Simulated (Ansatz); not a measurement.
Ligand exchange on a metal centre used in film growth or etching (Ti Cl-OH). Isolated molecules, 0 K electronic values unless said otherwise. One relaxed conformer stands for each flexible species; it need not be the lowest.

Quantity: redistribution energy (mixed species minus the weighted end members), in kcal/mol.

A: 1 of 4 Cl replaced by OH: [Ti(Cl)3(OH)]
B: 3 of 4 Cl replaced by OH: [Ti(Cl)(OH)3]
C: 2 of 4 Cl replaced by OH: [Ti(Cl)2(OH)2]

Task: Put the candidates in order of redistribution energy (mixed species minus the weighted end members), lowest first, for frozen-core MP2/def2-TZVPP // BP86-D3(BJ)/def2-SVP (Ansatz, an electronic-structure program).

Result: B (-2.50 kcal/mol), C (-1.76 kcal/mol), A (-1.43 kcal/mol)
